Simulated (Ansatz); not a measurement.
Basis-set extrapolation for CH4BNOSi (`OB1C=N[SiH2]1`) (PBE0-D4/def2-TZVP geometry, frozen core, Ansatz 0.2.0). Multiplicity 1, RHF reference.

```csv
,def2-TZVPP,def2-QZVPP
HF,-483.222313,-483.240040
MP2 correlation,-0.795575,-0.853477
CCSD(T) correlation,-0.864218,not run
```

Energies in hartree. Use E(X) = E(∞) + A·exp(−7.88·√X) for Hartree–Fock and E(X) = E(∞) + B·X^(−2.97) for correlation, with X = 3 and 4, and add CCSD(T) minus MP2 of the smaller set to the MP2 limit.

Problem. What is the CCSD(T) energy at the basis-set limit?

Solution. HF limit: -483.240040 + (-0.017727) × 0.13774 = -483.24248. MP2 limit: -0.853477 + (-0.057902) × 0.74074 = -0.89637. Higher-order term: -0.864218 − (-0.795575) = -0.06864. Total: -484.20749 hartree, 317.6 kJ/mol below CCSD(T)/def2-TZVPP.
